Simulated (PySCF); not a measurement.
## Working with the constants of KNa

RHF-CCSD(T) constants of KNa, ¹Σ⁺ (singlet), closed shell (PySCF, no relativity, basis sets K pcseg-2, Na pcseg-2; masses 38.9637 and 22.9898 u):

* ωe: 119.2 cm⁻¹
* ωexe: 0.423 cm⁻¹
* Be: 0.094487 cm⁻¹
* αe: 0.000488 cm⁻¹
* D (centrifugal): 2.37e-07 cm⁻¹
* De to K + Na: 0.62 eV

(1) Give the vibrational terms G(v) and spacings up to v = 6.

(2) How well does the Morse estimate ωe²/(4ωexe) reproduce De, and what is D0?

Correlated steps freeze 6 core orbitals. Where the molecule has an RHF reference, its open-shell atoms are computed with UHF.

Results:

(1) G(v) = ωe(v+½) − ωexe(v+½)².

```json
{"v": "0", "G(v) (cm⁻¹)": "59.5", "G(v) − G(v−1)": "", "Bv (cm⁻¹)": "0.09424"}
{"v": "1", "G(v) (cm⁻¹)": "177.8", "G(v) − G(v−1)": "118.4", "Bv (cm⁻¹)": "0.09376"}
{"v": "2", "G(v) (cm⁻¹)": "295.4", "G(v) − G(v−1)": "117.5", "Bv (cm⁻¹)": "0.09327"}
{"v": "3", "G(v) (cm⁻¹)": "412.0", "G(v) − G(v−1)": "116.7", "Bv (cm⁻¹)": "0.09278"}
{"v": "4", "G(v) (cm⁻¹)": "527.8", "G(v) − G(v−1)": "115.8", "Bv (cm⁻¹)": "0.09229"}
{"v": "5", "G(v) (cm⁻¹)": "642.8", "G(v) − G(v−1)": "115.0", "Bv (cm⁻¹)": "0.09180"}
{"v": "6", "G(v) (cm⁻¹)": "756.9", "G(v) − G(v−1)": "114.1", "Bv (cm⁻¹)": "0.09132"}
```

(2) It gives 1.04 eV, 168 % of the computed De. D0 = De − G(0) = 0.62 − 0.01 = 0.61 eV.
